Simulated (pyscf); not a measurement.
# HO–SiH₂–P(OH)–OH, singlet

Gas-phase minimum from PySCF at ωB97X-D3(BJ)/def2-SVP, one conformer. HO–SiH₂–P(OH)–OH lies 21.5 kcal/mol over its isomer HO–P(OH)–O–SiH₃ (electronic energy, ωB97M-D3(BJ)/def2-TZVP). 

```
P
O 1 1.6690
H 2 0.9653 1 110.00
O 1 1.6912 2 104.10 3 103.61
H 4 0.9650 1 110.67 2 -104.58
Si 1 2.2805 2 95.22 3 -164.52
O 6 1.6642 1 104.22 2 -127.48
H 7 0.9702 6 109.89 1 22.72
H 6 1.4880 7 109.72 8 141.48
H 6 1.4896 9 109.49 7 -125.65
```
Charge 0, spin multiplicity 1.

Properties at ωB97X-D3(BJ)/def2-SVP:

```
Property                                                                                                                                                                                                                                         Result
---------------------------------------------------------------------------------------------------------------------  --------------------------------------------------------------------------------------------------------------------------------
Harmonic wavenumbers, unscaled                                                                                         9, 188, 227, 269, 335, 384, 439, 471, 486, 578, 726, 785, 835, 842, 907, 987, 998, 1045, 1068, 2261, 2273, 3812, 3877, 3885 cm⁻¹
Zero-point energy                                                                                                                                                                                                                         39.6 kcal/mol
Rotational symmetry number                                                                                                                                                                                                                            1
Entropy of this conformer at 298 K and 1 atm, rigid rotor and harmonic oscillator, modes under 100 cm⁻¹ raised to 100                                                                                                                   346.2 J/(mol K)
Dipole moment                                                                                                                                                                                                                                    3.32 D
```

Single-point totals, which compare only within one level:

| level | total energy (hartree) |
|---|---|
| ωB97X-D3(BJ)/def2-TZVP | -859.80935 |
| PBE/def2-TZVP | -859.18318 |
| r²SCAN/def2-TZVP | -859.56679 |
| B3LYP-D3(BJ)/def2-TZVP | -859.78531 |
| PBE0-D3(BJ)/def2-TZVP | -859.24309 |
| M06-2X/def2-TZVP | -859.60170 |
| ωB97M-D3(BJ)/def2-TZVP | -859.86607 |

The lowest mode is so soft that the shape along it may change with the basis. Soft torsions are taken as harmonic, which can shift the entropy by several J/(mol K).
